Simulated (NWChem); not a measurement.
SiHOBrF2; SMILES O[Si](F)(F)Br

```xyz
6

O      1.5754    -1.2833    -0.0089
Si     0.0249    -0.7952    -0.0003
F     -0.7567    -1.3641     1.2799
F     -0.7711    -1.3631    -1.2720
Br    -0.0275     1.3764     0.0003
H      1.7614    -2.2281    -0.0050
```
Atoms are numbered in this order, from 1.

All runs use the structure optimised with PBE0/def2-SVP.

Q: List the 4 lowest vertical singlet excitations from B3LYP/def2-SVPD, TDA (NWChem).

A: 
| state | energy (eV) | oscillator strength | leading excitation (squared amplitude) |
|---|---|---|---|
| S1 | 7.11 | 0.019 | HOMO → LUMO (0.96) |
| S2 | 7.13 | 0.028 | HOMO−1 → LUMO (0.96) |
| S3 | 8.32 | 0.028 | HOMO → LUMO+1 (0.69) |
| S4 | 8.39 | 0.009 | HOMO−1 → LUMO+1 (0.91) |
